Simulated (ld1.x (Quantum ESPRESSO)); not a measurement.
**lead, PAW: configuration errors across variants**

- Element: lead
- Generator: ld1.x (Quantum ESPRESSO) 7.5
- Type: PAW
- Functional: PBE
- Relativity: scalar-relativistic
- Frozen core: [Xe] 4f14
- Valence charge: 14
- Reference configuration: 5d10 6s2 6p2
- Partial waves: 6s (bound): rcut 2.20, rcutus 2.35 bohr; 6s channel at 0.35 Ry: rcut 2.20, rcutus 2.35 bohr; 6p (bound): rcut 2.40, rcutus 2.50 bohr; 6p channel at 0.15 Ry: rcut 2.40, rcutus 2.50 bohr; 5d (bound): rcut 1.25, rcutus 1.65 bohr; 5d channel at 0.75 Ry: rcut 1.25, rcutus 1.65 bohr
- Local potential: all-electron potential smoothed inside 1.55 bohr (lloc = -1)
- Core correction: Bessel-smoothed model core, default radius (core density twice the valence density)
- Augmentation charge: BESSEL, radius 1.05 bohr

All-electron excitation energies from the reference (eV): (1) 5d10 6s2 6p1 6.575; (2) 5d10 6s2 6p0 20.020; (3) 5d10 6s1 6p0 52.430; (4) 5d10 6s1 6p3 8.736; (5) 5d10 6s2 6p2.3 -0.799; (6) 5d10 6s1 6p2 16.103.

The default core radius of the base comes out at 0.89 bohr.

The overlap operator is not positive definite (basis up to 400 Ry) in “all radii but the core radius scaled by about 1.38 (s 3.26, p 3.46, d 2.28 bohr, rcut 3.04/3.32/1.72); local potential all-electron potential smoothed inside 2.14 bohr (lloc = -1); augmentation BESSEL, radius 1.46 bohr”. Such files are unfit for use, however small their errors in these radial tests.

2 further variants failed, have other tests or too few solved ones, and are left out.

A true bound ghost makes a file unfit for plane-wave use even where its test errors are small: the radial tests pick states by their node count and pass the ghost by. Where a test does run into it, the solver fails or the error is huge.

Errors AE − PS in meV (a dash: test not solved or not reliable):

```csv
change,(1),(2),(3),(4),(5),(6),bound ghosts
base,-0.9,+15,+233,-9.5,+0.3,+4.7,"s, p"
"waves 6p (bound): rcut 2.40, rcutus 3.52 bohr; 6p channel at 0.15 Ry: rcut 2.40, rcutus 3.52 bohr",+27,+224,+663,+0.1,+1.0,-0.6,"s, p"
"wave 6s channel at 0.35 Ry: rcut 2.20, rcutus 2.35 bohr becomes 6s channel at -0.64 Ry: rcut 2.20, rcutus 2.35 bohr",-0.9,+15,+234,-9.2,+0.3,+5.1,"s, p"
local potential all-electron potential smoothed inside 2.34 bohr (lloc = -1),-2.8,-8.0,0.0,+3.9,+0.3,+2.7,none
"all radii but the core radius scaled by about 1.38 (s 3.26, p 3.46, d 2.28 bohr, rcut 3.04/3.32/1.72); local potential all-electron potential smoothed inside 2.14 bohr (lloc = -1); augmentation BESSEL, radius 1.46 bohr",-2.6,-7.7,-21,-2.3,+0.4,-4.4,not determined (overlap not positive)
"waves 6s (bound): rcut 1.82, rcutus 1.92 bohr; 6s channel at 0.35 Ry: rcut 1.82, rcutus 1.92 bohr",+2.2,+43,+84,+3.5,+0.4,-6.2,"s, p"
"core correction a·sin(br)/r model core, default radius (ld1.x builds one for every PAW set, though the input has nlcc=.false.)",-0.6,+17,+226,+2.9,+0.3,+15,"s, p"
"augmentation GAUSS, radius 1.25 bohr",-0.8,+14,+208,-6.1,+0.4,+6.7,"s, p"
```

(1) Give the same row for: local potential all-electron potential smoothed inside 1.60 bohr (lloc = -1).

Answers

(1) -1.9, +0.8, +64, +14, +0.4, +18; bound ghosts: s. Not counted: 5d10 6s0 6p4 (solver errors, printed error -1642 eV).
